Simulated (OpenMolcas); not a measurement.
Ru5+ among 6 point charges of -1.7 e arranged as an octahedron (Oh), 2.21 Å from the ion.

```
Program             : OpenMolcas 26.06
Method              : CASSCF
Basis               : ANO-RCC-VDZP [6s5p3d1f]
Scalar Hamiltonian  : DKH2, point nucleus
Active space        : 3 electrons in 5 orbitals (4d)
State averaging     : 2S+1 = 4 even, 10 roots; 2S+1 = 2 even, 40 roots
Spin-orbit coupling : RASSI with atomic mean-field integrals over the reference wave functions
```

Problem. What is the spin-free ground state (labels of O, the rotations of Oh)?

Solution. 4A2, 1-fold in its orbital part, 100 % from free-ion F terms; it has the highest spin that d3 allows.

Problem. Where is the first state of the same spin?

Solution. 4T2 at 3330 cm-1 above the ground state.

Problem. What are the lowest two levels with spin-orbit coupling?

Solution. A 4-fold level Γ8, then a 4-fold level Γ8 3201 cm-1 above it. Their leading multiplicities are 4 (99 %) and 4 (99 %).

Problem. What is χT at 300 K, and how does it compare with the textbook value?

Solution. The lowest level has 2S+1 = 4, for which the spin-only value is χT = S(S+1) / 2 = 1.875 cm3 K/mol (g = 2). The computed 0.546 at 300 K differs by -1.329, through orbital momentum, spin-orbit coupling and any other state in reach.

Problem. Which ligand-field parameters describe the states?

Solution. A least-squares ligand-field fit to the states below 45000 cm-1, each weighted by its degeneracy and with a free common offset, gives 10Dq = 3428 cm-1, B = 995 cm-1 and C = 4090 cm-1 (C/B = 4.11), with an rms deviation of 43 cm-1. 

Without dynamic correlation the repulsion within the d shell is too large (B by tens of per cent), so at a given field states of lower spin stand too high. This field is weak: 10Dq is about 3428 cm-1, while octahedral complexes of 4d ions of charge 3 and more, computed by the same method with explicit ligands, had a median near 25000 cm-1. Ground spin and moment need not be those of a real site. Point charges carry no covalency, so the field is a model and not that of real ligands. No measured value stands beside these numbers.
